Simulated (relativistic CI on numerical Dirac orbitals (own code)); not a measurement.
Mn⁵⁺ in a cubic cluster: 3s photoemission with charge transfer

Computed with a charge-transfer multiplet model of a cubic metal-ligand cluster with up to 2 ligand holes, Slater and spin-orbit integrals from Dirac-Coulomb-Breit ions, Slater integrals scaled by 0.7. The parameters are those of a tetrahedral site (10Dq negative, t2 hopping the larger). The ground state mixes d2 with configurations of k ligand holes L, whose averages lie at kΔ + k(k − 1)U_dd/2; a core hole lowers each added d electron by U_cd. 300 K, Lorentzian 1.4 eV and Gaussian 0.8 eV FWHM.

Atomic integrals in eV (Slater integrals scaled, ζ unscaled), ground: F2dd 9.285, F4dd 5.869, zeta_d 0.057; with the core hole: F2dd 9.870, F4dd 6.263, zeta_d 0.065, G2cd 9.334.

Cluster parameters (eV): Δ = -1.6, U_cd = 8.1, 10Dq = -0.5, 10Dq(ligand) = 0, V(eg) = 1.48, V(t2g) = -2.51, final-state hopping factor = 1.

```csv
Case,n_d,d2,d3L,d4L2,S
U_dd = 5.6 eV,3.04,0.19,0.57,0.24,1.00
U_dd = 7 eV,3.00,0.21,0.58,0.21,1.00
U_dd = 9.1 eV,2.93,0.23,0.60,0.17,1.00
```

Weights, n_d and S are thermal averages at 300 K. Binding energies count from the first peak over 30 % of the highest in each spectrum, which can be another peak from case to case. The parameters are a model scan and need not match a compound or its usual spin state. Peaks in eV (height, largest 100):
- U_dd = 5.6 eV: 0.0 (100), 5.0 (43), 7.8 (37), 15.1 (11), 18.5 (5), 21.8 (9)
- U_dd = 7 eV: 0.0 (100), 5.1 (43), 7.8 (33), 15.0 (9), 18.2 (5), 21.6 (8)
- U_dd = 9.1 eV: 0.0 (100), 5.3 (43), 7.9 (29), 14.6 (7), 21.5 (7)

For the case U_dd = 7 eV, Δ = -1.6 eV is smaller than U_dd = 7 eV, the charge-transfer side of the Zaanen-Sawatzky-Allen scheme (negative Δ: between configuration averages a ligand hole costs less than the nominal valence; multiplet and field energies can change this for the lowest states). With the core hole the average of the configuration with one ligand hole lies at Δ − U_cd = -9.7 eV before mixing: it lies below the unscreened one, so the lowest final states are mostly screened and the unscreened weight appears at higher binding energy as a satellite.

With at most 2 ligand holes the space is cut while the next configuration still counts, so covalency is underestimated, and a final configuration with one more ligand hole, which can lie low, is missing from the spectra.

Without intra-shell correlation the exchange splitting of the 3s hole comes out too large.
